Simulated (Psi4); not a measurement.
## Worked example: ideal-gas entropy of BSiH3OF2 (SMILES FB(F)O[SiH3])

A singlet with charge 0, relaxed at TPSSh-D3(BJ)/def2-SVP (density fitting) (Psi4 1.11):

```xyz
8

F     1.6487   -1.9509    1.1008
B     0.5900   -1.2677    0.6911
F    -0.6142   -1.7936    0.9212
O     0.7420   -0.0861    0.0660
Si   -0.3530    1.0268   -0.5748
H    -1.2428    1.5282    0.5025
H     0.4585    2.1313   -1.1335
H    -1.1556    0.3791   -1.6426
```

Harmonic wavenumbers in cm⁻¹: 50, 93, 105, 404, 489, 667, 696, 732, 751, 963, 964, 986, 1015, 1412, 1487, 2279, 2284, 2308.

Masses in u: F 18.998, B 10.81, O 15.999, Si 28.085, H 1.008. Take T = 298.15 K, p = 1 bar, R = 8.3145 J/(mol K), kT/hc = 207.22 cm⁻¹, rigid rotor and harmonic oscillator.

**Question.** Compute the standard molar entropy.

**Answer.** 
1. Translation (Sackur–Tetrode): S = R[3/2 ln M + 5/2 ln T − 1.1517] with M = 95.914 gives 165.8 J/(mol K).
2. Rotation: principal moments 54.908, 226.431, 275.363 u Å² give A, B, C = 0.307, 0.0744, 0.0612 cm⁻¹; the symmetry number is σ = 1; q = (√π/σ)√((kT/hc)³/ABC) = 141414; S = R(ln q + 3/2) = 111.1.
3. Vibration: with u = ν̃/207.22, each mode gives R[u/(eᵘ − 1) − ln(1 − e⁻ᵘ)]; the sum is 62.8, most from 50 cm⁻¹ (20.2), 93 cm⁻¹ (15.0), 105 cm⁻¹ (14.1).
4. Spin: R ln 1 = 0.0.
5. Sum: 165.8 + 111.1 + 62.8 + 0.0 = 339.7 J/(mol K).

No measured value is set beside it here. Where a soft mode is a torsion, a harmonic oscillator describes it poorly.
